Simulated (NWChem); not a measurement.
Species: SiH₄S₂O; SMILES O[SiH](S)S

```xyz
8

Si    -0.4233    -0.0086    -0.4090
O     -1.8386    -0.3103     0.4057
S      0.6277     1.7596     0.1878
S      0.8618    -1.6224     0.1080
H     -0.7044     0.1315    -1.8675
H     -2.5675     0.2999     0.2538
H      0.2427     2.4639    -0.8992
H     -0.1673    -2.4866     0.2600
```
Atoms are numbered in this order, from 1.

Computed with NWChem. Geometry: optimised at PBE0/def2-SVP. B3LYP is NWChem's, with the RPA form of VWN correlation. Ions are spin-unrestricted doublets at the neutral geometry; other ion states weren't tried.

```json
[
 {"level": "B3LYP/def2-SVP", "vertical ionisation energy, ΔSCF (eV)": "9.52", "−ε(HOMO) (eV)": "7.16", "ΔSCF minus −ε(HOMO) (eV)": "2.36"},
 {"level": "PBE/def2-SVP", "vertical ionisation energy, ΔSCF (eV)": "[?]", "−ε(HOMO) (eV)": "[?]", "ΔSCF minus −ε(HOMO) (eV)": "[?]"},
 {"level": "LRC-wPBEh/def2-SVP", "vertical ionisation energy, ΔSCF (eV)": "9.89", "−ε(HOMO) (eV)": "9.39", "ΔSCF minus −ε(HOMO) (eV)": "0.50"},
 {"level": "M06-2X/def2-SVP", "vertical ionisation energy, ΔSCF (eV)": "9.95", "−ε(HOMO) (eV)": "8.66", "ΔSCF minus −ε(HOMO) (eV)": "1.29"},
 {"level": "BHandHLYP/def2-SVP", "vertical ionisation energy, ΔSCF (eV)": "9.80", "−ε(HOMO) (eV)": "8.56", "ΔSCF minus −ε(HOMO) (eV)": "1.24"}
]
```

Fill in the missing entries.


- PBE/def2-SVP, vertical ionisation energy, ΔSCF (eV): 9.21
- PBE/def2-SVP, −ε(HOMO) (eV): 6.20
- PBE/def2-SVP, ΔSCF minus −ε(HOMO) (eV): 3.01
